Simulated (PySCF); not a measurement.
Species: phenyldifluoroborane, C6H5BF2.
SMILES with atom numbers: `[F:1][B:2]([F:3])[c:4]1[cH:5][cH:6][cH:7][cH:8][cH:9]1` (hydrogens: H10 on C5; H11 on C6; H12 on C7; H13 on C8; H14 on C9)

Geometry (PBE0-D3(BJ)/def2-TZVP, Å), atoms numbered from 1 in this order:
```xyz
14
C6H5BF2 angstrom
F      3.0911   -1.1230    0.0493
B      2.3908    0.0000    0.0602
F      3.0868    1.1252    0.1024
C      0.8477   -0.0015    0.0240
C      0.1338    1.1995    0.0587
C     -1.2503    1.2011    0.0224
C     -1.9397   -0.0016   -0.0517
C     -1.2472   -1.2044   -0.0877
C      0.1369   -1.2027   -0.0490
H      0.6742    2.1380    0.1154
H     -1.7946    2.1378    0.0512
H     -3.0235   -0.0016   -0.0818
H     -1.7893   -2.1410   -0.1460
H      0.6795   -2.1412   -0.0763
```

All values: wB97X-D/pcSseg-2 (PySCF, non-relativistic), on one gas-phase PBE0-D3(BJ)/def2-TZVP geometry that isn't relaxed in the solvent. The solvent is an IEF-PCM continuum (cavity from Bondi-type radii × 1.2). Specific hydrogen bonds and non-electrostatic terms are outside this model.

Gas phase at wB97X-D/pcSseg-2: HOMO -9.47 eV, LUMO 0.26 eV, dipole 2.41 D.

What does the continuum do to the energy, the frontier levels and the dipole at wB97X-D/pcSseg-2 in chloroform?

```tsv
solvent	ε	E(solvent) − E(gas) (kcal/mol)	polarisation term (kcal/mol)	distortion of the solute (kcal/mol)	HOMO (eV)	LUMO (eV)	dipole (D)
chloroform	4.711	-2.30	-2.48	0.18	-9.35	0.34	2.80
```

The polarisation term is half the interaction of the solute with the surface charges that it induces; the rest is the cost of distorting the solute's density. The sum is the electrostatic part of solvation alone.

Which radius a makes the point-dipole formula ΔE = −[(ε − 1)/(2ε + 1)]·μ²/a³ give the value in chloroform, with the gas-phase dipole?

μ = 0.946 au and |ΔE| = 0.00367 Eh give a = 2.34 Å; the farthest nucleus lies 3.29 Å from the centroid of the nuclei, so such a sphere wouldn't even hold the nuclei. The formula assumes a rigid point dipole at the centre of a sphere.

Give the dipole vector in the frame of the coordinates (D, pointing from negative to positive charge), gas and chloroform.

Gas (-2.40, 0.00, -0.06), solvent (-2.80, 0.00, -0.07). Its length changes by +17 % and its direction by less than 1°.

wB97X-D is run here without its empirical dispersion term; that term would change no orbital, density or response property at a fixed geometry.
